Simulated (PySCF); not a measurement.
Precursor series W Cl-OH. All species are isolated molecules in the gas phase. One relaxed conformer stands for each flexible species; it need not be the lowest.

All values below come from B3LYP-D3(BJ)/def2-TZVP // BP86-D3(BJ)/def2-SVP in PySCF. B3LYP has the VWN-RPA correlation part, as in Gaussian. 

```
species                                   coordination number  mean distance from the central atom to its bonded neighbours (Å)  HOMO (eV)
----------------------------------------  -------------------  ----------------------------------------------------------------  ---------
1 of 6 Cl replaced by OH ([W(Cl)5(OH)])                     6                                                             2.253      -8.56
2 of 6 Cl replaced by OH                                    6                                                               [?]        [?]
3 of 6 Cl replaced by OH ([W(Cl)3(OH)3])                    6                                                             2.132      -8.39
5 of 6 Cl replaced by OH                                  [?]                                                             2.006      -8.05
```

Some entries are withheld; supply them.


- 2 of 6 Cl replaced by OH, mean distance from the central atom to its bonded neighbours (Å): 2.185
- 2 of 6 Cl replaced by OH, HOMO (eV): -8.20
- 5 of 6 Cl replaced by OH, coordination number: 6
